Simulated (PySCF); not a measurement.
C₃H₃N₂, SMILES C1=C[N]N=C1, multiplicity 2. Atoms are numbered in the order given.

```xyz
8

C      0.0000     0.0000    -1.1451
C      0.0000     1.1190    -0.2896
N      0.0000     0.6167     0.9684
N      0.0000    -0.6167     0.9684
C      0.0000    -1.1190    -0.2896
H      0.0000     0.0000    -2.2349
H      0.0000     2.1883    -0.4881
H      0.0000    -2.1883    -0.4881
```
Charge 0, spin multiplicity 2.

Geometry optimised at ωB97X-D3(BJ)/def2-SVP. The isomer is the one that the SMILES or the coordinates give; other isomers of the formula were not compared.

Two levels are set side by side: PBE/pcH-1 (PySCF) and B3LYP/pcH-1 (PySCF). Contact hyperfine couplings, same geometry. Differences are taken from unrounded values.

```json
[
 {"quantity": "A(iso) of 13C, atom C1 (MHz)", "PBE": "-7.3"},
 {"quantity": "A(iso) of 13C, atom C2 (MHz)", "PBE": "94.4"},
 {"quantity": "A(iso) of 14N, atom N3 (MHz)", "PBE": "172.5"},
 {"quantity": "A(iso) of 14N, atom N4 (MHz)", "PBE": "172.5"},
 {"quantity": "A(iso) of 13C, atom C5 (MHz)", "PBE": "94.4"},
 {"quantity": "A(iso) of 1H, atom H6 (MHz)", "PBE": "-6.2"},
 {"quantity": "A(iso) of 1H, atom H7 (MHz)", "PBE": "-7.6"},
 {"quantity": "A(iso) of 1H, atom H8 (MHz)", "PBE": "-7.6"}
]
```

Task: These are the PBE values. What does B3LYP give? (The exact figures need the calculation; the answer reports its results.)

Result: 
| quantity | B3LYP | PBE minus B3LYP |
|---|---|---|
| A(iso) of 13C, atom C1 (MHz) | -7.9 | 0.6 |
| A(iso) of 13C, atom C2 (MHz) | 95.7 | -1.3 |
| A(iso) of 14N, atom N3 (MHz) | 177.7 | -5.2 |
| A(iso) of 14N, atom N4 (MHz) | 177.7 | -5.2 |
| A(iso) of 13C, atom C5 (MHz) | 95.7 | -1.3 |
| A(iso) of 1H, atom H6 (MHz) | -6.2 | 0.0 |
| A(iso) of 1H, atom H7 (MHz) | -8.2 | 0.6 |
| A(iso) of 1H, atom H8 (MHz) | -8.2 | 0.6 |

Rough cost on one machine, each run with all the roots and properties that it gave: B3LYP against PBE about 3 times.
